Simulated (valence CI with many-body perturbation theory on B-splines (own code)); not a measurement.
La I: electric-dipole lines

Calculated by relativistic CI+MBPT: three valence electrons over a frozen Dirac-Fock core [Xe], a basis of 8 s, 8 p, 9 d, 9 f, 6 g, 3 h, 2 i functions for each j, with the one-electron correlation potential Σ1 (screened to all orders), the two-electron term Σ2, the three-electron term Σ3, Breit, model QED; selected single and double excitations, second order for the rest (own B-spline code, finite nucleus).

Against 55 measured levels this calculation errs by 552 cm⁻¹ on average and by 1451 at most. These come from a selection out of the NIST Handbook of Basic Atomic Spectroscopic Data. Levels without a partner in it may be off by more, other configurations by several thousand cm⁻¹. 1 measured level below the end of the list, from 16538 cm⁻¹ on, found no clear computed partner.

Lines 51 to 100 of 173 in falling wavelength, among levels below 20606 cm⁻¹, chosen from the strongest by gf and those to the six lowest levels. Wavelengths and rates use the calculated energies, so an error of 600 cm⁻¹ moves a line at 864.5 nm by 5.2 % and its rate by three times that or more. Electric multipoles are in the length gauge, E1 and E2 with the static RPA response of the core. Weak lines are less certain than strong ones. Lines between different terms over intervals too small for the method are left out, as are lines whose strength nearly cancels and 22 of this kind that miss the measured wavelength by over 7 %. The highest levels of a list are the least certain.

Names give the largest LS component (configuration and term), which can be under half, so a name can repeat, a term be missing and a line seem to break the LS rules; names also repeat where a configuration has a term twice. Letters in brackets count levels of one name in rising energy.

| λ vac (nm) | λ from measured levels | Upper | Lower | A (s⁻¹) | S (a.u.) |
| --- | --- | --- | --- | --- | --- |
| 864.5 | 917.6 | 5d.6s.6p 4F°_7/2 | 5d2.6s 4F_9/2 | 1.84e+04 | 4.69e-02 |
| 856.3 |  | 5d2.6p 2P°_3/2 | 5d2.6s 2D_3/2 | 2.85e+06 | 3.53e+00 |
| 848.1 | 851.0 | 5d2.6p 2P°_1/2 | 5d2.6s 2D_3/2 | 2.63e+06 | 1.58e+00 |
| 838.9 | 884.2 | 5d.6s.6p 4F°_5/2 | 5d2.6s 4F_7/2 | 3.69e+05 | 6.46e-01 |
| 825.0 | 813.9 | 5d2.6p 4F°_5/2 | 5d2.6s 2F_7/2 | 4.56e+05 | 7.58e-01 |
| 820.0 | 867.7 | 5d.6s.6p 4F°_7/2 | 5d2.6s 4F_7/2 | 1.79e+06 | 3.90e+00 |
| 819.2 | 875.1 | 5d.6s.6p 4D°_1/2 | 5d2.6s 4F_3/2 | 6.14e+06 | 3.33e+00 |
| 818.0 | 854.5 | 4f.6s2 2F°_5/2 | 5d2.6s 4F_7/2 | 2.81e+05 | 4.55e-01 |
| 815.5 | 819.2 | 5d.6s.6p 4F°_3/2 | 5d.6s2 2D_5/2 | 1.08e+04 | 1.15e-02 |
| 814.6 | 854.8 | 5d.6s.6p 4D°_3/2 | 5d2.6s 4F_5/2 | 4.67e+06 | 4.99e+00 |
| 807.0 | 847.9 | 5d.6s.6p 4F°_5/2 | 5d2.6s 4F_5/2 | 1.59e+06 | 2.47e+00 |
| 806.0 |  | 5d2.6p 2P°_3/2 | 5d2.6s 4P_5/2 | 1.25e+06 | 1.29e+00 |
| 802.0 |  | 5d2.6p 2F°_5/2 | 5d2.6s 2D_3/2 | 1.07e+06 | 1.64e+00 |
| 797.5 | 834.9 | 5d.6s.6p 4D°_7/2 | 5d2.6s 4F_9/2 | 6.19e+06 | 1.24e+01 |
| 797.0 | 795.0 | 5d.6s.6p 2D°_5/2 | 5d.6s2 2D_5/2 | 8.05e+05 | 1.21e+00 |
| 795.8 | 832.7 | 5d.6s.6p 4D°_5/2 | 5d2.6s 4F_7/2 | 6.03e+06 | 8.99e+00 |
| 793.5 | 831.8 | 5d.6s.6p 2D°_3/2 | 5d2.6s 4F_5/2 | 1.14e+06 | 1.12e+00 |
| 792.5 | 830.5 | 5d.6s.6p 4D°_3/2 | 5d2.6s 4F_3/2 | 1.64e+05 | 1.61e-01 |
| 789.5 | 832.7 | 5d.6s.6p 4F°_7/2 | 5d2.6s 4F_5/2 | 4.05e+05 | 7.87e-01 |
| 787.7 | 820.6 | 4f.6s2 2F°_5/2 | 5d2.6s 4F_5/2 | 2.17e+05 | 3.15e-01 |
| 785.4 | 824.0 | 5d.6s.6p 4F°_5/2 | 5d2.6s 4F_3/2 | 2.49e+04 | 3.57e-02 |
| 780.3 | 825.0 | 5d.6s.6p 4F°_9/2 | 5d2.6s 4F_9/2 | 2.27e+06 | 5.32e+00 |
| 779.2 | 765.0 | 5d2.6p 4F°_3/2 | 5d2.6s 2F_5/2 | 7.01e+05 | 6.55e-01 |
| 777.6 |  | 5d2.6p 2F°_7/2 | 5d2.6s 4F_9/2 | 1.44e+06 | 2.67e+00 |
| 772.5 | 808.8 | 5d.6s.6p 2D°_3/2 | 5d2.6s 4F_3/2 | 2.54e+06 | 2.31e+00 |
| 767.1 | 800.4 | 5d.6s.6p 4D°_5/2 | 5d2.6s 4F_5/2 | 1.74e+06 | 2.33e+00 |
| 767.0 | 798.2 | 4f.6s2 2F°_5/2 | 5d2.6s 4F_3/2 | 6.29e+05 | 8.41e-01 |
| 761.7 | 750.1 | 5d2.6p 4F°_9/2 | 5d2.6s 2F_7/2 | 2.27e+06 | 4.96e+00 |
| 760.9 | 750.4 | 5d2.6p 4F°_5/2 | 5d2.6s 2F_5/2 | 7.44e+05 | 9.70e-01 |
| 759.4 | 793.4 | 5d.6s.6p 4D°_7/2 | 5d2.6s 4F_7/2 | 7.06e+04 | 1.22e-01 |
| 753.6 | 754.1 | 5d.6s.6p 4F°_3/2 | 5d.6s2 2D_3/2 | 2.14e+06 | 1.80e+00 |
| 747.5 | 779.1 | 5d.6s.6p 4D°_5/2 | 5d2.6s 4F_3/2 | 5.57e+04 | 6.89e-02 |
| 743.9 | 784.4 | 5d.6s.6p 4F°_9/2 | 5d2.6s 4F_7/2 | 2.77e+05 | 5.62e-01 |
| 741.4 |  | 5d2.6p 2F°_7/2 | 5d2.6s 4F_7/2 | 1.94e+06 | 3.12e+00 |
| 738.4 | 727.2 | 5d2.6p 4F°_7/2 | 5d2.6s 2F_5/2 | 2.10e+06 | 3.34e+00 |
| 737.8 | 733.6 | 5d.6s.6p 2D°_5/2 | 5d.6s2 2D_3/2 | 3.58e+06 | 4.25e+00 |
| 733.2 | 764.0 | 5d.6s.6p 4D°_7/2 | 5d2.6s 4F_5/2 | 2.18e+03 | 3.39e-03 |
| 733.2 | 732.3 | 5d.6s.6p 4D°_3/2 | 5d.6s2 2D_5/2 | 4.14e+05 | 3.22e-01 |
| 729.7 | 748.4 | 5d2.6p 4G°_5/2 [a] | 5d2.6s 4F_7/2 | 1.02e+05 | 1.17e-01 |
| 727.1 | 727.2 | 5d.6s.6p 4F°_5/2 | 5d.6s2 2D_5/2 | 4.77e+03 | 5.43e-03 |
| 717.9 | 725.2 | 5d2.6p 4G°_7/2 | 5d2.6s 4F_9/2 | 4.66e+05 | 6.80e-01 |
| 716.4 |  | 5d2.6p 2F°_7/2 | 5d2.6s 4F_5/2 | 3.39e+05 | 4.92e-01 |
| 716.1 | 715.4 | 5d.6s.6p 2D°_3/2 | 5d.6s2 2D_5/2 | 6.56e+04 | 4.76e-02 |
| 712.8 | 716.0 | 5d.6s.6p 4F°_7/2 | 5d.6s2 2D_5/2 | 1.57e+06 | 2.24e+00 |
| 711.3 | 707.0 | 4f.6s2 2F°_5/2 | 5d.6s2 2D_5/2 | 3.82e+06 | 4.07e+00 |
| 707.1 |  | 5d2.6p 2F°_5/2 | 5d2.6s 2F_5/2 | 1.48e+07 | 1.55e+01 |
| 705.4 | 722.2 | 5d2.6p 4G°_5/2 [a] | 5d2.6s 4F_5/2 | 1.86e+06 | 1.93e+00 |
| 702.5 | 709.4 | 5d.6s.6p 4D°_1/2 | 5d.6s2 2D_3/2 | 2.22e+05 | 7.61e-02 |
| 694.5 | 692.0 | 5d.6s.6p 4D°_5/2 | 5d.6s2 2D_5/2 | 5.14e+05 | 5.10e-01 |
| 688.8 | 704.8 | 5d2.6p 4G°_5/2 [a] | 5d2.6s 4F_3/2 | 1.44e+07 | 1.40e+01 |
